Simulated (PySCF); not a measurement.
Compound: C8H5F2 (doublet state).
Atom-mapped SMILES: `[CH:1]#[C:2][C@@:3]12[CH2:4][C@H:5]3[C@@H:6]1[C:7]2[C:8]3([F:9])[F:10]` (hydrogens: H11 on C1; H12, H13 on C4; H14 on C5; H15 on C6)

Method: UKS B3LYP, pcH-1 on C F H, non-relativistic, mean-field spin-orbit, GIAO (PySCF 2.14.0). Isolated species at its GFN2-xTB geometry, gas phase. Couplings are sensitive to structure, and on GFN2-xTB geometries they can be far from those on DFT ones. No stability test was run, so a lower SCF solution isn't excluded.

Principal values of hyperfine tensors in MHz (contact and dipolar terms together), for some of the nuclei:

| atom | isotope | A1 | A2 | A3 |
| --- | --- | --- | --- | --- |
| C7 | 13C | 353.55 | 356.96 | 551.20 |
| C5 | 13C | 50.62 | 51.96 | 70.08 |
| H14 | 1H | 38.34 | 41.24 | 48.59 |
| H15 | 1H | 17.58 | 18.25 | 33.15 |
| C2 | 13C | 12.81 | 14.10 | 18.05 |
| C8 | 13C | -24.16 | -21.78 | 5.53 |
| C6 | 13C | -15.62 | -12.20 | 4.73 |
| H13 | 1H | 3.63 | 3.76 | 10.09 |

Task: Give the isotropic coupling of each nucleus in MHz and in mT (g = 2.0029), and the anisotropic part.

Result: a_iso is a third of the trace, T = A − a_iso, and a(mT) = a(MHz)/(g × 13.996).

```json
{"atom": "C7", "a_iso (MHz)": "420.57", "a_iso (mT)": "15.002", "T1": "-67.02", "T2": "-63.61", "T3": "130.63"}
{"atom": "C5", "a_iso (MHz)": "57.55", "a_iso (mT)": "2.053", "T1": "-6.93", "T2": "-5.59", "T3": "12.53"}
{"atom": "H14", "a_iso (MHz)": "42.72", "a_iso (mT)": "1.524", "T1": "-4.38", "T2": "-1.48", "T3": "5.86"}
{"atom": "H15", "a_iso (MHz)": "22.99", "a_iso (mT)": "0.820", "T1": "-5.41", "T2": "-4.74", "T3": "10.15"}
{"atom": "C2", "a_iso (MHz)": "14.99", "a_iso (mT)": "0.535", "T1": "-2.17", "T2": "-0.89", "T3": "3.06"}
{"atom": "C8", "a_iso (MHz)": "-13.47", "a_iso (mT)": "-0.480", "T1": "-10.69", "T2": "-8.31", "T3": "19.00"}
{"atom": "C6", "a_iso (MHz)": "-7.69", "a_iso (mT)": "-0.274", "T1": "-7.92", "T2": "-4.50", "T3": "12.43"}
{"atom": "H13", "a_iso (MHz)": "5.83", "a_iso (mT)": "0.208", "T1": "-2.19", "T2": "-2.07", "T3": "4.26"}
```

Task: What spin density at the nucleus of H14 lies behind its contact coupling (g_N = 5.58569)?

Result: a_FC = (2μ0/3) gₑ μB g_N μN ρ(0)/(2S·h) = 800.24 MHz × g_N × ρ(0)/(2S), with ρ in bohr⁻³. With a_FC = 42.72 MHz and 2S = 1, ρ(0) = 0.009558 bohr⁻³. In magnitude that is 3.0 % of the 1/π = 0.318 of a free hydrogen atom.

Task: F9 (19F, g_N = 5.25774) isn't in the table. Its spin density at the nucleus is 0.006617 bohr⁻³. What is its contact coupling?

Result: By the same relation, a_FC = 27.8 MHz. Its full tensor has the principal values 7.41, 14.46, 61.66 MHz.

Task: Which nucleus of the table has the largest anisotropic coupling, and what is its form?

Result: C7: -67.0, -63.6, 130.6 MHz, nearly axial, close to the ratio −1:−1:+2, the form that spin in one p orbital centred on that nucleus gives.

Task: In a single crystal, with the field along each principal axis of the tensor of H14 in turn, what first-order splitting does this nucleus give (isotropic g, quadrupole terms neglected)?

Result: 2 lines (I = 1/2), spaced by |A_i|/(g × 13.996): 1.37, 1.47, 1.73 mT along the axes of A1, A2 and A3.

Hardware: one thread of an Arm Neoverse V1, on a shared host. Cost: 96 s of wall time (with the writing of density and orbital grids), 1.1 GiB resident at most.
